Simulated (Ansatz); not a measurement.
Program: Ansatz. Geometries: PBE0-D4/def2-TZVP. ΔE: electronic, gas phase. CCSD(T)/CBS is the MP2 limit (def2-TZVPP, def2-QZVPP) plus CCSD(T) − MP2 in def2-TZVPP, frozen cores. This one scheme is used for every species. DFT in def2-TZVPP. B3LYP here is the variant with VWN-RPA as its local correlation; programs differ in this. HSE06 is defined as in plane-wave codes. For Br outer-core shells are correlated without core-valence functions, which leaves a few kJ/mol of doubt a bond. Scalar relativity is left out up to krypton. One conformer a species, not always the lowest.

Reaction (formal hydrolysis of the Al–Cl bond): `[Cl][Al]([Br])[Br]` + H₂O → `[OH][Al]([Br])[Br]` + HCl

| level | ΔE (kJ/mol) | difference from CCSD(T)/CBS |
| --- | --- | --- |
| LDA (SPW92) | 16.7 | -6.8 |
| PBE-D4 | 22.8 | -0.7 |
| revPBE-D4 | 23.8 | 0.3 |
| BLYP-D4 | 15.9 | -7.6 |
| B97M-V | 20.4 | -3.1 |
| PBE0-D4 | 25.4 | 1.9 |
| r2SCANh-D4 | 21.1 | -2.4 |
| r2SCAN0-D4 | 22.5 | -1.0 |
| HSE06-D4 | 25.8 | 2.3 |
| BHLYP-D4 | 20.6 | -2.9 |
| CAM-B3LYP-D4 | 14.2 | -9.3 |
| ωB97X-V | 19.3 | -4.2 |
| ωB97M-V | 20.0 | -3.5 |
| B2PLYP | 16.3 | -7.2 |
| PBE-QIDH | 23.5 | 0.0 |
| PBE | 21.2 | -2.3 |
| BLYP | 13.0 | -10.5 |
| r2SCAN | 19.7 | -3.8 |
| PBE0 | 23.9 | 0.4 |
| B3LYP | 15.5 | -8.0 |
| r2SCANh | 20.7 | -2.8 |
| r2SCAN0 | 22.1 | -1.4 |
| HSE06 | 24.3 | 0.8 |
| BHLYP | 17.1 | -6.4 |
| CAM-B3LYP | 12.6 | -10.9 |
| LC-ωPBE | 18.7 | -4.8 |
| RPA@PBE/def2-TZVPP | 14.3 | -9.2 |
| HF/def2-SVP | 25.9 | 2.4 |
| MP2/def2-SVP | 19.2 | -4.3 |
| CCSD/def2-SVP | 19.0 | -4.5 |
| CCSD(T)/def2-SVP | 19.2 | -4.3 |
| HF/def2-TZVPP | 19.9 | -3.6 |
| MP2/def2-TZVPP | 19.9 | -3.6 |
| SCS-MP2/def2-TZVPP | 16.9 | -6.6 |
| CCSD/def2-TZVPP | 16.6 | -6.9 |
| CCSD(T)/def2-TZVPP | 17.2 | -6.3 |
| HF/def2-QZVPP | 19.6 | -3.9 |
| MP2/def2-QZVPP | 23.5 | 0.0 |
| HF/CBS(def2) | 19.6 | -3.9 |
| MP2/CBS(def2) | 26.3 | 2.8 |
| CCSD(T)/CBS | 23.5 | 0 |

Largest T1 diagnostic among the species: 0.008.

From BLYP to BHLYP (50 % exact exchange), in def2-TZVPP and without D4, ΔE moves by +4.1 kJ/mol. At CCSD(T), def2-SVP lies −4.3 kJ/mol from the extrapolated value and def2-TZVPP −6.3 kJ/mol.
